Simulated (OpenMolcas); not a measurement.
# CH3ClFIn (SMILES [CH3][In]([F])[Cl]): the vertical ionisation energy from total energies

CH3ClFIn has 7 atoms, charge 0, and is taken as a singlet. SMILES: `[CH3][In]([F])[Cl]`. The coordinates come from a PBE0-D4/def2-TZVP relaxation.

Both states at this one shape; open shells run unrestricted unless said. 1 Eh = 27.2114 eV.

```
                           level     program  singlet CH3ClFIn (Eh)  doublet CH3ClFIn+ (Eh)  HOMO of the first (eV)
                        HF/3-21G  OpenMolcas           -6310.446063            -6310.058362                  -11.61
M06-2X/def2-SVP (core potential)  OpenMolcas            -789.770607             -789.361940                   -9.87
```

Problem. Work out the vertical ionisation energy at each level.

Solution. 
1. HF/3-21G: -6310.058362 − (-6310.446063) = 0.387701 Eh = 10.55 eV; −ε(HOMO) = 11.61 eV.
2. M06-2X/def2-SVP (core potential): -789.361940 − (-789.770607) = 0.408667 Eh = 11.12 eV; −ε(HOMO) = 9.87 eV.

No measured value is set beside it here; the levels span 10.55 to 11.12 eV. In Hartree–Fock, −ε(HOMO) (Koopmans) exceeds the difference of totals by the orbital relaxation of the ion. Hartree–Fock favours the state with fewer electron pairs, since it lacks pair correlation. Spin-orbit coupling, which splits open shells on such heavy atoms by tenths of an eV, is left out. All-electron rows are non-relativistic unless named.
